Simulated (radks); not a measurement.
Problem. All-electron atom: Hg in [Kr] 4d10 4f14 5s2 5p5 5d10 6s2 5f1 (not the ground configuration). All-electron calculation, Dirac Kohn-Sham, LDA (Slater exchange, Perdew-Wang correlation), spin-unpolarised, spherical densities, finite nucleus; open shells fill j = l - 1/2 first; Fermi nuclear charge, rms radius 5.4648 fm. Program: a radial shooting solver on a logarithmic mesh with Libxc functionals. Some entries of the table are withheld. Estimate them.

| orbital | occ. | eigenvalue (eV) | <1/r> (bohr^-1) |
|---|---|---|---|
| 1s1/2 | 2 | -82944.62 | 97.42 |
| 2s1/2 | 2 | -14702.45 | 24.00 |
| 2p1/2 | 2 | -14116.25 | 23.97 |
| 2p3/2 | 4 | -12170.69 | 19.41 |
| 3s1/2 | 2 | -3498.669 | 8.806 |
| 3p1/2 | 2 | (1) | 8.726 |
| 3p3/2 | 4 | (2) | 7.533 |
| 3d3/2 | 4 | (3) | 7.434 |
| 3d5/2 | 6 | (4) | 7.164 |
| 4s1/2 | 2 | -779.0703 | 3.734 |
| 4p1/2 | 2 | -664.8757 | 3.627 |
| 4p3/2 | 4 | -560.5803 | 3.211 |
| 4d3/2 | 4 | -373.0381 | 3.012 |
| 4d5/2 | 6 | -353.5846 | 2.916 |
| 5s1/2 | 2 | -130.8335 | 1.535 |
| 4f5/2 | 6 | -111.9041 | 2.556 |
| 4f7/2 | 8 | -107.6994 | 2.519 |
| 5p1/2 | 2 | -92.7153 | 1.412 |
| 5p3/2 | 3 | -73.8946 | 1.259 |
| 5d3/2 | 4 | -22.0804 | 0.9520 |
| 5d5/2 | 6 | -20.0286 | 0.9141 |
| 6s1/2 | 2 | (5) | 0.5288 |
| 6p1/2 | 0 | -7.8076 | 0.4211 |
| 6p3/2 | 0 | -6.3517 | 0.3738 |
| 7s1/2 | 0 | -2.3462 | 0.1754 |
| 5f5/2 | 1 | -0.4394 | (6) |
| 5f7/2 | 0 | -0.4394 | (7) |

Solution. 
(1) 3p1/2 eigenvalue (eV): -3232.774
(2) 3p3/2 eigenvalue (eV): -2801.939
(3) 3d3/2 eigenvalue (eV): -2358.088
(4) 3d5/2 eigenvalue (eV): -2265.684
(5) 6s1/2 eigenvalue (eV): -14.7263
(6) 5f5/2 <1/r> (bohr^-1): 0.06313
(7) 5f7/2 <1/r> (bohr^-1): 0.06313
